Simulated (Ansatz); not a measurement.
Total energies of SnGe3⁺ (the lowest doublet isomer of a short search) from Ansatz at PBE0-D4/def2-TZVP, gas phase (1 Eh = 27.2114 eV = 2625.5 kJ/mol). The reference geometry is relaxed at PBE-D4/def2-SVP.

```xyz
4

Ge   -0.079   -1.455   -0.249
Ge   -0.051    1.467    0.178
Ge   -1.735    0.162   -0.996
Sn    1.865   -0.174    1.066
```

```csv
state,geometry,energy (Eh)
charge 1 doublet,reference,-6444.33144
charge 0 singlet,reference,-6444.59367
charge 1 quartet,relaxed at PBE-D4/def2-SVP,-6444.28045
```

In the def2 sets Sn takes a core potential; there is no spin–orbit coupling.

**Question.** Work out the vertical electron affinity, to the singlet.

**Answer.** E(charge 1 doublet) − E(charge 0 singlet) = -6444.33144 − (-6444.59367) = 0.26223 Eh = 7.14 eV.

**Question.** Which of the charge 1 states is lowest, and how far above it are the others?

**Answer.** The doublet. quartet: -6444.28045 − (-6444.33144) = 0.05099 Eh = 133.9 kJ/mol.

The structure comes from a short search, and lower isomers may exist.
